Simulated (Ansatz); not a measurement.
# Nudged elastic band run: C$_{2}$H$_{6}$BNS

input.yaml

```yaml
crystal:
  periodic: [false, false, false]
  atoms:
    - { symbol: B, position_ang: [-1.149554, 1.625112, -0.301506] }
    - { symbol: "N", position_ang: [-0.287976, 0.733569, -0.860949] }
    - { symbol: C, position_ang: [0.496479, -0.085644, -1.350868] }
    - { symbol: S, position_ang: [1.26728, -1.427034, -0.517248] }
    - { symbol: C, position_ang: [0.590412, -1.235746, 1.1404] }
    - { symbol: H, position_ang: [-0.717053, 2.630463, 0.194272] }
    - { symbol: H, position_ang: [-2.327923, 1.3909, -0.312791] }
    - { symbol: H, position_ang: [0.798432, -0.048747, -2.404043] }
    - { symbol: H, position_ang: [0.876347, -0.273771, 1.56646] }
    - { symbol: H, position_ang: [1.015076, -2.040991, 1.740264] }
    - { symbol: H, position_ang: [-0.496119, -1.32511, 1.126511] }
basis:
  gaussian: { orbitals: def2-SVP }
hamiltonian:
  xc: { name: BHLYP }
  dispersion: d4
neb:
  order_check: false
  images: 7
  f_tol: 0.03
  max_iterations: 60
  initial_path: idpp
  final_atoms:
    - { symbol: B, position_ang: [-1.15096367, 1.62440108, -0.30243866] }
    - { symbol: "N", position_ang: [-0.28772852, 0.73396027, -0.86054738] }
    - { symbol: C, position_ang: [0.49726456, -0.08470255, -1.35048918] }
    - { symbol: S, position_ang: [1.26481003, -1.42843258, -0.51827603] }
    - { symbol: C, position_ang: [0.59086226, -1.23588638, 1.14076248] }
    - { symbol: H, position_ang: [-2.32930782, 1.39031344, -0.31832307] }
    - { symbol: H, position_ang: [-0.71964042, 2.62839015, 0.19711245] }
    - { symbol: H, position_ang: [0.80187825, -0.04541627, -2.40274479] }
    - { symbol: H, position_ang: [0.88269702, -0.27618367, 1.56796956] }
    - { symbol: H, position_ang: [1.01172991, -2.04443702, 1.73881329] }
    - { symbol: H, position_ang: [-0.49620061, -1.31900545, 1.12866334] }
```

Command:

```bash
$ ansatz run input.yaml --threads 2 --pin off --max-ram 3072MiB --backend cpu --events-out ev --progress --plain --runs-dir out
```

Output, in part (warnings, iteration lines, the closing report on the highest movable image, with atoms numbered from 0):

```
NEB end point (image 0): max|allowed force component| = 9.615e-3 eV/Å (the criterion of neb.relax_end_points is 1.000e-2)
NEB end point (image 8): max|allowed force component| = 3.091e-3 eV/Å (the criterion of neb.relax_end_points is 1.000e-2)
NEB iter   1: max|band force component| = 2.588e0 eV/Å  barrier→ = 1.4837 eV  barrier← = 1.4837 eV  Δτ_max = 0.1986 Å  (272 SCF iters)
NEB iter   2: max|band force component| = 1.136e0 eV/Å  barrier→ = 1.2463 eV  barrier← = 1.2463 eV  Δτ_max = 0.1924 Å  (238 SCF iters)
NEB iter   3: max|band force component| = 1.642e0 eV/Å  barrier→ = 1.2161 eV  barrier← = 1.2161 eV  Δτ_max = 0.1007 Å  (232 SCF iters)
NEB iter   4: max|band force component| = 6.045e-1 eV/Å  barrier→ = 1.2118 eV  barrier← = 1.2118 eV  Δτ_max = 0.0540 Å  (231 SCF iters)
NEB iter   5: max|band force component| = 3.465e-1 eV/Å  barrier→ = 1.2034 eV  barrier← = 1.2034 eV  CI = image 4  Δτ_max = 0.0281 Å  (240 SCF iters)
NEB iter   6: max|band force component| = 4.445e-1 eV/Å  barrier→ = 1.1909 eV  barrier← = 1.1909 eV  CI = image 4  Δτ_max = 0.0142 Å  (204 SCF iters)
NEB iter   7: max|band force component| = 4.559e-1 eV/Å  barrier→ = 1.1832 eV  barrier← = 1.1832 eV  CI = image 4  Δτ_max = 0.0282 Å  (218 SCF iters)
NEB iter   8: max|band force component| = 4.829e-1 eV/Å  barrier→ = 1.1709 eV  barrier← = 1.1709 eV  CI = image 4  Δτ_max = 0.0564 Å  (231 SCF iters)
NEB iter   9: max|band force component| = 5.668e-1 eV/Å  barrier→ = 1.1432 eV  barrier← = 1.1432 eV  CI = image 4  Δτ_max = 0.1125 Å  (234 SCF iters)
NEB iter  10: max|band force component| = 7.139e-1 eV/Å  barrier→ = 1.0746 eV  barrier← = 1.0746 eV  CI = image 4  Δτ_max = 0.1125 Å  (235 SCF iters)
NEB iter  11: max|band force component| = 8.452e-1 eV/Å  barrier→ = 0.9871 eV  barrier← = 0.9871 eV  CI = image 4  Δτ_max = 0.1133 Å  (234 SCF iters)
NEB iter  12: max|band force component| = 9.157e-1 eV/Å  barrier→ = 0.8883 eV  barrier← = 0.8883 eV  CI = image 4  Δτ_max = 0.1126 Å  (236 SCF iters)
NEB iter  13: max|band force component| = 9.683e-1 eV/Å  barrier→ = 0.7818 eV  barrier← = 0.7818 eV  CI = image 4  Δτ_max = 0.0568 Å  (229 SCF iters)
NEB iter  14: max|band force component| = 8.492e-1 eV/Å  barrier→ = 0.7316 eV  barrier← = 0.7316 eV  CI = image 4  Δτ_max = 0.1138 Å  (234 SCF iters)
NEB iter  15: max|band force component| = 7.056e-1 eV/Å  barrier→ = 0.6446 eV  barrier← = 0.6446 eV  CI = image 4  Δτ_max = 0.1129 Å  (233 SCF iters)
NEB iter  16: max|band force component| = 4.999e-1 eV/Å  barrier→ = 0.5814 eV  barrier← = 0.5814 eV  CI = image 4  Δτ_max = 0.2000 Å  (233 SCF iters)
NEB iter  17: max|band force component| = 1.930e-1 eV/Å  barrier→ = 0.5457 eV  barrier← = 0.5457 eV  CI = image 4  Δτ_max = 0.0423 Å  (233 SCF iters)
NEB iter  18: max|band force component| = 1.500e-1 eV/Å  barrier→ = 0.5430 eV  barrier← = 0.5430 eV  CI = image 4  Δτ_max = 0.1580 Å  (225 SCF iters)
NEB iter  19: max|band force component| = 1.843e-1 eV/Å  barrier→ = 0.5427 eV  barrier← = 0.5427 eV  CI = image 4  Δτ_max = 0.0799 Å  (239 SCF iters)
NEB iter  20: max|band force component| = 4.433e-1 eV/Å  barrier→ = 0.5424 eV  barrier← = 0.5424 eV  CI = image 4  Δτ_max = 0.0397 Å  (218 SCF iters)
NEB iter  21: max|band force component| = 1.218e-1 eV/Å  barrier→ = 0.5424 eV  barrier← = 0.5424 eV  CI = image 4  Δτ_max = 0.0792 Å  (215 SCF iters)
NEB iter  22: max|band force component| = 8.950e-1 eV/Å  barrier→ = 0.5428 eV  barrier← = 0.5428 eV  CI = image 4  Δτ_max = 0.0399 Å  (235 SCF iters)
NEB iter  23: max|band force component| = 2.525e-1 eV/Å  barrier→ = 0.5426 eV  barrier← = 0.5427 eV  CI = image 4  Δτ_max = 0.0793 Å  (202 SCF iters)
NEB iter  24: max|band force component| = 3.834e-1 eV/Å  barrier→ = 0.5426 eV  barrier← = 0.5426 eV  CI = image 4  Δτ_max = 0.0400 Å  (198 SCF iters)
NEB iter  25: max|band force component| = 8.484e-2 eV/Å  barrier→ = 0.5426 eV  barrier← = 0.5426 eV  CI = image 4  Δτ_max = 0.0196 Å  (194 SCF iters)
NEB iter  26: max|band force component| = 3.962e-2 eV/Å  barrier→ = 0.5426 eV  barrier← = 0.5426 eV  CI = image 4  Δτ_max = 0.0051 Å  (182 SCF iters)
NEB iter  27: max|band force component| = 3.642e-2 eV/Å  barrier→ = 0.5426 eV  barrier← = 0.5426 eV  CI = image 4  Δτ_max = 0.0068 Å  (165 SCF iters)
NEB iter  28: max|band force component| = 3.093e-2 eV/Å  barrier→ = 0.5426 eV  barrier← = 0.5426 eV  CI = image 4  Δτ_max = 0.0082 Å  (168 SCF iters)
NEB iter  29: max|band force component| = 2.107e-2 eV/Å  barrier→ = 0.5426 eV  barrier← = 0.5426 eV  CI = image 4  Δτ_max = 0.0000 Å  (381 SCF iters)
Total energy: -15163.91375096 eV, -557.2635518779 hartree
Atom 0 at    -0.936039     2.041203    -0.343797 Å, force     0.001285    -0.000408     0.001199 eV/Å
Atom 1 at    -0.412100     0.744908    -0.036759 Å, force     0.000589    -0.000230    -0.002638 eV/Å
Atom 2 at     0.520979     0.292861    -0.768860 Å, force    -0.003513     0.002399     0.001106 eV/Å
Atom 3 at     1.272086    -1.244682    -0.562375 Å, force     0.001240    -0.001625     0.000395 eV/Å
Atom 4 at     0.373003    -1.878045     0.865732 Å, force     0.000259     0.000070     0.000141 eV/Å
Atom 5 at    -0.515698     2.660924    -1.293482 Å, force    -0.000736    -0.000523    -0.000832 eV/Å
Atom 6 at    -1.796297     2.514683     0.344783 Å, force     0.000520    -0.000004     0.000332 eV/Å
Atom 7 at     0.952801     0.841163    -1.620063 Å, force     0.000717     0.000467     0.000422 eV/Å
Atom 8 at     0.505823    -1.211428     1.716705 Å, force    -0.000107    -0.000042    -0.000132 eV/Å
Atom 9 at     0.789379    -2.861623     1.083256 Å, force     0.000040     0.000057     0.000101 eV/Å
Atom 10 at    -0.688536    -1.956963     0.635362 Å, force    -0.000292    -0.000162    -0.000095 eV/Å
Dipole moment:     0.213543    -0.321358    -0.019839 e Å
```

It converged. A vibrational analysis at the climbing image gives one clearly imaginary mode, 79i cm⁻¹: a first-order saddle point.

Final band:

| image | path coordinate (Å) | energy (kJ/mol) |
| --- | --- | --- |
| 0 | 0.00 | 0.0 |
| 1 | 0.81 | 5.5 |
| 2 | 1.62 | 26.4 |
| 3 | 2.43 | 49.3 |
| 4 | 3.24 | 52.4 |
| 5 | 4.03 | 48.3 |
| 6 | 4.82 | 24.8 |
| 7 | 5.61 | 5.2 |
| 8 | 6.40 | 0.0 |

Time of the run: 4.9 min on 2 threads of Intel(R) Xeon(R) 6975P-C (Granite Rapids), with other jobs on the host, peak memory 0.26 GiB.
